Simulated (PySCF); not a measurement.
C$_{2}$H$_{3}$O, doublet, geometry from GFN2-xTB; CCSD(T)/6-31G* (PySCF).

Input for PySCF:
```python
from pyscf import gto, scf, cc

mol = gto.Mole()
mol.atom = '''
    C    -0.982806   -0.640317    0.009182
    C     0.008928    0.456806    0.003562
    H    -0.514694   -1.629554   -0.005653
    H    -1.602347   -0.538696    0.898221
    H    -1.628027   -0.524487   -0.859623
    O     1.198543    0.474226   -0.013676
'''
mol.basis = '6-31g*'
mol.charge = 0
mol.spin = 1
mol.verbose = 4
mol.build()

mf = scf.UHF(mol)
mf.kernel()

mycc = cc.CCSD(mf)
mycc.iterative_damping = 0.8
mycc.kernel()
et = mycc.ccsd_t()
print('E(CCSD(T)) = %.10f' % (mycc.e_tot + et))
mf.analyze()
```

It wrote (shortened):

```
PySCF version 2.14.0

[INPUT] verbose = 4
[INPUT] num. atoms = 6
[INPUT] num. electrons = 23
[INPUT] charge = 0
[INPUT] spin (= nelec alpha-beta = 2S) = 1
[INPUT] symmetry False subgroup None
[INPUT] Mole.unit = angstrom
[INPUT] Symbol           X                Y                Z      unit          X                Y                Z       unit  Magmom
[INPUT]  1 C     -0.982806000000  -0.640317000000   0.009182000000 AA   -1.857234173579  -1.210023762903   0.017351465276 Bohr   0.0
[INPUT]  2 C      0.008928000000   0.456806000000   0.003562000000 AA    0.016871474840   0.863238232058   0.006731204456 Bohr   0.0
[INPUT]  3 H     -0.514694000000  -1.629554000000  -0.005653000000 AA   -0.972630697957  -3.079410765189  -0.010682621782 Bohr   0.0
[INPUT]  4 H     -1.602347000000  -0.538696000000   0.898221000000 AA   -3.027996986518  -1.017987904399   1.697391689333 Bohr   0.0
[INPUT]  5 H     -1.628027000000  -0.524487000000  -0.859623000000 AA   -3.076525153397  -0.991136785895  -1.624452040377 Bohr   0.0
[INPUT]  6 O      1.198543000000   0.474226000000  -0.013676000000 AA    2.264918018515   0.896157261148  -0.025843894480 Bohr   0.0

nuclear repulsion = 63.0124548875497
number of shells = 24
number of NR pGTOs = 93
number of NR cGTOs = 48
basis = 6-31g*
ecp = {}

******** <class 'pyscf.scf.uhf.UHF'> ********
method = UHF
initial guess = minao
damping factor = 0
level_shift factor = 0
DIIS = <class 'pyscf.scf.diis.CDIIS'>
diis_start_cycle = 1
diis_space = 8
diis_damp = 0
SCF conv_tol = 1e-09
SCF conv_tol_grad = None
SCF max_cycles = 50
direct_scf = True
direct_scf_tol = 1e-13
number electrons alpha = 12  beta = 11
Set gradient conv threshold to 3.16228e-05
init E= -152.603860554051

cycle= 1 E= -152.184757950939  delta_E= 0.419  |g|= 0.459  |ddm|= 1.78
cycle= 2 E= -152.235126276489  delta_E= -0.0504  |g|= 0.388  |ddm|= 0.577
cycle= 3 E= -152.292205977282  delta_E= -0.0571  |g|= 0.0472  |ddm|= 0.283
cycle= 4 E= -152.294566860163  delta_E= -0.00236  |g|= 0.0147  |ddm|= 0.116
cycle= 5 E= -152.294881090242  delta_E= -0.000314  |g|= 0.00662  |ddm|= 0.0504
cycle= 6 E= -152.29497204795  delta_E= -9.1e-05  |g|= 0.0035  |ddm|= 0.0227
cycle= 7 E= -152.295006626315  delta_E= -3.46e-05  |g|= 0.00257  |ddm|= 0.00864
cycle= 8 E= -152.295034450908  delta_E= -2.78e-05  |g|= 0.00196  |ddm|= 0.00766
cycle= 9 E= -152.29505902415  delta_E= -2.46e-05  |g|= 0.00131  |ddm|= 0.00938
cycle= 10 E= -152.295074015655  delta_E= -1.5e-05  |g|= 0.000697  |ddm|= 0.0101
cycle= 11 E= -152.295077342526  delta_E= -3.33e-06  |g|= 0.000341  |ddm|= 0.00488
cycle= 12 E= -152.295077915961  delta_E= -5.73e-07  |g|= 0.000242  |ddm|= 0.00181
cycle= 13 E= -152.295078087242  delta_E= -1.71e-07  |g|= 9.24e-05  |ddm|= 0.000929
cycle= 14 E= -152.29507811454  delta_E= -2.73e-08  |g|= 3.28e-05  |ddm|= 0.000363
cycle= 15 E= -152.295078117326  delta_E= -2.79e-09  |g|= 1.22e-05  |ddm|= 0.000124
cycle= 16 E= -152.295078117605  delta_E= -2.79e-10  |g|= 5.21e-06  |ddm|= 4.18e-05
Extra cycle  E= -152.295078117638  delta_E= -3.35e-11  |g|= 3.08e-06  |ddm|= 1.05e-05
converged SCF energy = -152.295078117638  <S^2> = 0.76350258  2S+1 = 2.0134573

******** <class 'pyscf.cc.uccsd.UCCSD'> ********
CC2 = 0
CCSD nocc = (np.int64(12), np.int64(11)), nmo = (48, 48)
max_cycle = 50
direct = 0
conv_tol = 1e-07
conv_tol_normt = 1e-06
diis_space = 6
diis_start_cycle = 0
diis_start_energy_diff = 1e+09
Init t2, MP2 energy = -0.41522108439315
Init E_corr(UCCSD) = -0.415221084401541
cycle = 1  E_corr(UCCSD) = -0.418714226170716  dE = -0.00349314177  norm(t1,t2) = 0.10287
cycle = 2  E_corr(UCCSD) = -0.428799817761946  dE = -0.0100855916  norm(t1,t2) = 0.0329002
cycle = 3  E_corr(UCCSD) = -0.436197197956869  dE = -0.00739738019  norm(t1,t2) = 0.0207742
cycle = 4  E_corr(UCCSD) = -0.43773758337781  dE = -0.00154038542  norm(t1,t2) = 0.00736765
cycle = 5  E_corr(UCCSD) = -0.437237196799804  dE = 0.000500386578  norm(t1,t2) = 0.00390207
cycle = 6  E_corr(UCCSD) = -0.437313974796148  dE = -7.67779963e-05  norm(t1,t2) = 0.00147053
cycle = 7  E_corr(UCCSD) = -0.437351686757689  dE = -3.77119615e-05  norm(t1,t2) = 0.000518589
cycle = 8  E_corr(UCCSD) = -0.437349642780792  dE = 2.0439769e-06  norm(t1,t2) = 0.000187702
cycle = 9  E_corr(UCCSD) = -0.437346031234591  dE = 3.6115462e-06  norm(t1,t2) = 5.93376e-05
cycle = 10  E_corr(UCCSD) = -0.437346631894386  dE = -6.00659795e-07  norm(t1,t2) = 2.35218e-05
cycle = 11  E_corr(UCCSD) = -0.437347167369843  dE = -5.35475457e-07  norm(t1,t2) = 9.35848e-06
cycle = 12  E_corr(UCCSD) = -0.437346956674405  dE = 2.10695437e-07  norm(t1,t2) = 3.46811e-06
cycle = 13  E_corr(UCCSD) = -0.437346873997439  dE = 8.26769667e-08  norm(t1,t2) = 1.63786e-06
cycle = 14  E_corr(UCCSD) = -0.437346873205125  dE = 7.92313215e-10  norm(t1,t2) = 6.54329e-07
UCCSD converged
E(UCCSD) = -152.7324249908434  E_corr = -0.4373468732051254
UCCSD(T) correction = -0.0138586905751933
E(CCSD(T)) = -152.7462836814
**** SCF Summaries ****
Total Energy =                        -152.295078117638297
Nuclear Repulsion Energy =              63.012454887549730
One-electron Energy =                 -331.631687010430483
Two-electron Energy =                  116.324154005242463
Two-electron Coulomb Energy =          135.965123995684081
DFT Exchange-Correlation Energy =      -19.640969990441619
**** MO energy ****
                             alpha | beta                alpha | beta
MO #1   energy= -20.5966923732803  | -20.587092383464   occ= 1 | 1
MO #2   energy= -11.339951725398   | -11.3184862004021  occ= 1 | 1
MO #3   energy= -11.2575884702707  | -11.253197878186   occ= 1 | 1
MO #4   energy= -1.42642973158658  | -1.40069999861033  occ= 1 | 1
MO #5   energy= -1.04540986796469  | -1.0193008370912   occ= 1 | 1
MO #6   energy= -0.771246217172698 | -0.725704489240891 occ= 1 | 1
MO #7   energy= -0.668975100896106 | -0.621467975544864 occ= 1 | 1
MO #8   energy= -0.651034907393814 | -0.616459707810986 occ= 1 | 1
MO #9   energy= -0.623005235879359 | -0.604279083505777 occ= 1 | 1
MO #10  energy= -0.56297302241691  | -0.52878157103927  occ= 1 | 1
MO #11  energy= -0.521299474815727 | -0.489105407817582 occ= 1 | 1
MO #12  energy= -0.354213804212805 | 0.141974474573967  occ= 1 | 0
MO #13  energy= 0.153639085535966  | 0.179761062994008  occ= 0 | 0
MO #14  energy= 0.241370687863899  | 0.246743314003709  occ= 0 | 0
MO #15  energy= 0.289259246884871  | 0.305467688853692  occ= 0 | 0
MO #16  energy= 0.298923995531323  | 0.307431546808473  occ= 0 | 0
MO #17  energy= 0.405943152648074  | 0.422825896899342  occ= 0 | 0
MO #18  energy= 0.452161492549842  | 0.466959355428324  occ= 0 | 0
MO #19  energy= 0.714107105181268  | 0.750279465805637  occ= 0 | 0
MO #20  energy= 0.73787475432519   | 0.782598493589764  occ= 0 | 0

To work with the spin densities directly, `use mulliken_meta_spin()` only printing them here.

 ** Mulliken spin pop alpha/beta on meta-lowdin orthogonal AOs **
 ** Mulliken Spin Density (per AO)  **
spin_pop of  0 C 1s       -0.00000
spin_pop of  0 C 2s        0.01461
spin_pop of  0 C 3s        0.00016
spin_pop of  0 C 2px       0.02210
spin_pop of  0 C 2py       0.01376
spin_pop of  0 C 2pz       0.00535
spin_pop of  0 C 3px       0.00039
spin_pop of  0 C 3py       0.00075
spin_pop of  0 C 3pz       0.00012
spin_pop of  0 C 3dxy      0.00012
spin_pop of  0 C 3dyz      0.00006
spin_pop of  0 C 3dz^2     0.00013
spin_pop of  0 C 3dxz     -0.00007
spin_pop of  0 C 3dx2-y2    0.00009
spin_pop of  1 C 1s       -0.00000
spin_pop of  1 C 2s        0.16897
spin_pop of  1 C 3s        0.00673
spin_pop of  1 C 2px       0.08125
spin_pop of  1 C 2py       0.43445
spin_pop of  1 C 2pz       0.06982
spin_pop of  1 C 3px       0.00080
spin_pop of  1 C 3py       0.00138
spin_pop of  1 C 3pz       0.00001
spin_pop of  1 C 3dxy      0.00003
spin_pop of  1 C 3dyz     -0.00008
spin_pop of  1 C 3dz^2     0.00027
spin_pop of  1 C 3dxz     -0.00027
spin_pop of  1 C 3dx2-y2   -0.00009
spin_pop of  2 H 1s        0.03909
spin_pop of  2 H 2s        0.00061
spin_pop of  3 H 1s       -0.00486
spin_pop of  3 H 2s        0.00036
spin_pop of  4 H 1s       -0.00486
spin_pop of  4 H 2s        0.00036
spin_pop of  5 O 1s       -0.00000
spin_pop of  5 O 2s        0.00593
spin_pop of  5 O 3s        0.00027
spin_pop of  5 O 2px       0.00005
spin_pop of  5 O 2py       0.20868
spin_pop of  5 O 2pz      -0.06949
spin_pop of  5 O 3px       0.00022
spin_pop of  5 O 3py       0.00352
spin_pop of  5 O 3pz      -0.00003
spin_pop of  5 O 3dxy     -0.00105
spin_pop of  5 O 3dyz     -0.00001
spin_pop of  5 O 3dz^2    -0.00002
spin_pop of  5 O 3dxz     -0.00003
spin_pop of  5 O 3dx2-y2    0.00042
 ** Mulliken Spin Density (per atom)  **
spin density of  0 C =      0.05756
spin density of  1 C =      0.76327
spin density of  2 H =      0.03970
spin density of  3 H =     -0.00450
spin density of  4 H =     -0.00450
spin density of  5 O =      0.14847
 ** Mulliken pop alpha/beta on meta-lowdin orthogonal AOs **
 ** Mulliken pop       alpha | beta **
In total            12.00000 | 11.00000
 ** Mulliken atomic charges   ( Nelec_alpha | Nelec_beta ) **
charge of  0C =     -0.29474  (     3.17615      3.11859 )
charge of  1C =      0.30734  (     3.22796      2.46470 )
charge of  2H =      0.11314  (     0.46328      0.42358 )
charge of  3H =      0.12496  (     0.43527      0.43977 )
charge of  4H =      0.12496  (     0.43527      0.43977 )
charge of  5O =     -0.37566  (     4.26206      4.11360 )
Dipole moment(X, Y, Z, Debye): -2.77125, -1.27513,  0.03018
```
